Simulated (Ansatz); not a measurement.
Relaxation of Ga3P2 with UKS PBE0-D4/def2-SVP.

```sh
$ ansatz run in.yaml --threads 4 --pin off --events-out ev --progress --plain --max-ram 4787MiB
```

```yaml
crystal:
  periodic: [false, false, false]
  atoms:
    - {symbol: Ga, position_ang: [-0.749981, -0.839876, -1.722235]}
    - {symbol: Ga, position_ang: [-1.577626, -0.170806, 0.839927]}
    - {symbol: Ga, position_ang: [0.463761, 1.694033, 1.072245]}
    - {symbol: P, position_ang: [0.664162, -1.045481, 0.659527]}
    - {symbol: P, position_ang: [1.199684, 0.362129, -0.849464]}
basis:
  gaussian: {orbitals: def2-SVP}
magnetization: {spin_polarized: true, initial_magnetization: 3}
hamiltonian: {xc: pbe0, dispersion: d4}
scf: {lower_state_search: "off"}
output: {orbitals: {seedname: orbitals}}
relax: {f_tol: 0.02, max_steps: 100}
```

Run time 64 s (4 threads of Arm Neoverse V2 on a shared host), peak host memory 0.73 GiB.

Positions (Å) and forces (eV/Å) at steps 1, 2, 3, 4, 5, 7, 10, 11, 12, 13 of 13:

```xyz
5
step=1 energy=-175657.8916 eV
Ga   -0.750   -0.840   -1.722   -0.739   -0.637   -0.404
Ga   -1.578   -0.171    0.840   -0.667    0.908   -0.533
Ga    0.464    1.694    1.072   -0.176    0.537    0.891
P     0.664   -1.045    0.660    1.721   -0.486   -0.307
P     1.200    0.362   -0.849   -0.139   -0.321    0.353
5
step=2 energy=-175658.4270 eV
Ga   -0.833   -0.965   -1.764   -0.328   -0.357   -0.181
Ga   -1.520   -0.046    0.701   -0.280    0.424   -0.263
Ga    0.464    1.742    1.221   -0.049    0.226    0.462
P     0.786   -1.103    0.659    0.751    0.164   -0.475
P     1.102    0.372   -0.816   -0.095   -0.458    0.457
5
step=3 energy=-175658.6321 eV
Ga   -0.905   -1.128   -1.794    0.018   -0.090    0.088
Ga   -1.489    0.090    0.565   -0.183    0.168   -0.073
Ga    0.482    1.767    1.398    0.012   -0.103    0.074
P     0.894   -1.107    0.616    0.137   -0.244    0.162
P     1.018    0.378   -0.785    0.016    0.270   -0.252
5
step=4 energy=-175658.6863 eV
Ga   -0.896   -1.228   -1.743    0.073   -0.007    0.151
Ga   -1.534    0.189    0.495   -0.004    0.076   -0.067
Ga    0.507    1.699    1.485   -0.002   -0.166   -0.024
P     0.929   -1.083    0.579   -0.018   -0.011    0.018
P     0.994    0.423   -0.816   -0.049    0.108   -0.077
5
step=5 energy=-175658.7317 eV
Ga   -0.851   -1.381   -1.629    0.013    0.071    0.134
Ga   -1.584    0.337    0.382    0.089   -0.021   -0.019
Ga    0.554    1.550    1.604   -0.075   -0.113   -0.069
P     0.940   -1.017    0.514   -0.058    0.132   -0.095
P     0.941    0.510   -0.872    0.031   -0.069    0.049
5
step=7 energy=-175658.7434 eV
Ga   -0.862   -1.400   -1.566    0.019    0.014    0.022
Ga   -1.568    0.355    0.359   -0.003    0.008   -0.006
Ga    0.524    1.494    1.627    0.000   -0.024   -0.020
P     0.929   -0.981    0.486    0.001    0.030   -0.027
P     0.978    0.532   -0.908   -0.016   -0.027    0.031
5
step=10 energy=-175658.7451 eV
Ga   -0.858   -1.387   -1.570   -0.001    0.007   -0.005
Ga   -1.572    0.365    0.352    0.008   -0.002   -0.002
Ga    0.524    1.464    1.645   -0.002   -0.006    0.006
P     0.949   -0.945    0.518    0.003    0.033   -0.007
P     0.957    0.503   -0.945   -0.009   -0.032    0.009
5
step=11 energy=-175658.7483 eV
Ga   -0.870   -1.363   -1.595    0.012    0.010    0.005
Ga   -1.562    0.363    0.350    0.017   -0.004   -0.004
Ga    0.514    1.445    1.675    0.004   -0.013   -0.009
P     0.978   -0.893    0.565   -0.012   -0.030    0.056
P     0.940    0.448   -0.995   -0.020    0.037   -0.049
5
step=12 energy=-175658.6850 eV rejected
Ga   -0.897   -1.305   -1.670   -0.157   -0.152    0.041
Ga   -1.514    0.349    0.341   -0.043    0.008    0.006
Ga    0.498    1.402    1.755   -0.074    0.198    0.009
P     1.034   -0.756    0.693    0.004   -0.056   -0.581
P     0.878    0.310   -1.119    0.270    0.002    0.524
5
step=13 energy=-175658.7487 eV
Ga   -0.868   -1.358   -1.600   -0.003   -0.001    0.000
Ga   -1.558    0.362    0.349   -0.005    0.001    0.001
Ga    0.515    1.440    1.679   -0.002    0.002    0.002
P     0.979   -0.882    0.578    0.005   -0.004    0.001
P     0.932    0.438   -1.005    0.005    0.002   -0.003
```

The relaxation made no stability test and no search for a lower SCF solution. At PBE0-D4/def2-SVP a doublet of charge 0 lies 1.00 eV below the quartet, each at its own geometry. The structure comes from a short search, and lower isomers may exist.
